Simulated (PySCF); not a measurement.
Level of theory: ωB97X-D3(BJ)/def2-TZVP // PBE0-D3(BJ)/def2-SVP (PySCF). All species are isolated molecules in the gas phase. One relaxed conformer stands for a flexible species; it need not be the lowest. Delta-SCF ions had no search for a lower state. Excitations are Tamm–Dancoff values on a coarser integration grid. The basis has no diffuse functions, so Rydberg states are missing or too high.

Reference species (SMILES): `C[CH2][Ga]([CH2]C)[O]C` (neutral, multiplicity 1).

| Item | Value |
|---|---|
| vertical ionisation energy (Delta-SCF) | 9.12 eV |
| T1 excitation (TDA) | 5.38 eV |
| S1 oscillator strength | 0.000 |

Changed species: `C[O][Ga]([O]C)[CH2]C` (1 of 3 OCH3 replaced by C2H5; the reference has 2 of 3 OCH3 replaced by C2H5).

Question: Predict the effect on the vertical ionisation energy (Delta-SCF), T1 excitation (TDA) and S1 oscillator strength.

Answer: the vertical ionisation energy (Delta-SCF) increases by 0.61 eV, to 9.73 eV; the T1 excitation (TDA) goes up by 0.88 eV, to 6.26 eV; the S1 oscillator strength is nearly the same.
